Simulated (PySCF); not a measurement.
**Working out the ionisation energy of Xe²⁺**

Xe²⁺ [Kr] 4d10 5s2 5p4 (3P) → Xe³⁺ [Kr] 4d10 5s2 5p3 (4S). Calculation: PySCF 2.14, in def2-TZVPPD with the def2 core potential (28 electrons) (7s6p4d2f, 59 functions); scalar relativity through the core potential. Frozen: nothing. Energies in hartree (1 hartree = 27.21139 eV):

```tsv
part	Xe²⁺ (lower)	Xe³⁺ (upper)
UHF	-327.139547	-326.059779
MP2 opposite-spin	-0.352107	-0.329740
MP2 same-spin	-0.200215	-0.194466
```

What does Hartree-Fock give?

(-326.059779) − (-327.139547) = 1.079768 hartree = 29.382 eV.

What do MP2 and SCS-MP2 (6/5 opposite-spin, 1/3 same-spin) give?

The opposite-spin parts differ by 0.609 eV and the same-spin parts by 0.156 eV. MP2: 29.382 + (0.609) + (0.156) = 30.147 eV. SCS-MP2: 29.382 + 1.2 × (0.609) + (0.156)/3 = 30.165 eV.

Reference: 31.05 ± 0.04 eV (semi-empirical (NIST evaluation); NIST Atomic Spectra Database, ionization energies), between the lowest levels; spin-orbit coupling is absent from the calculation.

What remains against the reference includes basis incompleteness and correlation beyond second order.
